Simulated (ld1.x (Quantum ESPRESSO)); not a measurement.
## zinc, ultrasoft: configuration errors across variants

ld1.x (Quantum ESPRESSO) 7.5 input, shortened:

```
&input
   title='Zn', zed=30., rel=1, dft='PBE', iswitch=3,
   config='[Ar] 3d10 4s1 4p0'
 /
 &inputp
   pseudotype=3, tm=.true., lloc=-1, rcloc=1.85,
   nlcc=.true., rcore=1.10,
   which_augfun='PSQ', rmatch_augfun=1.10
 /
6
4S  1  0   1.00   0.00  2.20  2.45  0.0
4S  1  0   0.00   3.80  2.20  2.45  0.0
4P  2  1   0.00   0.00  1.75  2.30  0.0
4P  2  1   0.00   0.30  1.75  2.30  0.0
3D  3  2  10.00   0.00  1.10  1.20  0.0
3D  3  2   0.00  -0.40  1.10  1.20  0.0
 &test
   configts(1)='3d10 4s1 4p0'
 /
```

All-electron excitation energies from the reference (eV): (1) 3d10 4s2 4p0 -9.888; (2) 3d10 4s0 4p0 18.443; (3) 3d9 4s0 4p0 58.977; (4) 3d10 4s1 4p1 -4.802; (5) 3d10 4s0 4p2 0.670; (6) 3d10 4s0 4p1 6.324; (7) 3d8 4s0 4p0 120.791.

1 further variants failed, have other tests or too few solved ones, and are left out.

Errors AE − PS in meV (a dash: test not solved or not reliable):

| change | (1) | (2) | (3) | (4) | (5) | (6) | (7) | bound ghosts |
| --- | --- | --- | --- | --- | --- | --- | --- | --- |
| base | +2.7 | -1.9 | -136 | +0.7 | 0.0 | -0.4 | -538 | none |
| waves 4p (bound): rcut 1.75, rcutus 1.88 bohr; 4p channel at 0.3 Ry: rcut 1.75, rcutus 1.88 bohr | +2.7 | -1.9 | -136 | +0.7 | 0.0 | -0.4 | -538 | none |
| type PAW; local potential all-electron potential smoothed inside 1.70 bohr (lloc = -1); augmentation BG, radius 0.85 bohr | +34 | +25 | -205 | +0.5 | +9.6 | +13 | -1135 | none |
| core correction a·sin(br)/r model core inside 0.78 bohr | +2.4 | -2.5 | -157 | +0.7 | -0.1 | -0.6 | -640 | none |
| augmentation PSQ, inside the norm-conserving radii | -5.2 | -25 | -128 | +0.8 | -5.2 | -9.5 | -440 | none |
| local potential all-electron potential smoothed inside 2.48 bohr (lloc = -1) | +1.1 | -4.2 | -140 | +0.5 | -0.1 | -0.8 | -654 | none |
| local potential all-electron potential smoothed inside 1.90 bohr (lloc = -2) | +1.5 | -2.8 | -136 | +0.5 | -0.1 | -0.6 | -568 | none |

Question: Give the same row for: wave 4s channel at 3.8 Ry: rcut 2.20, rcutus 2.45 bohr becomes 4s channel at -0.62 Ry: rcut 2.20, rcutus 2.45 bohr.

Answer: +1.3, -1.9, -136, +0.5, 0.0, -0.4, -538; bound ghosts: none.
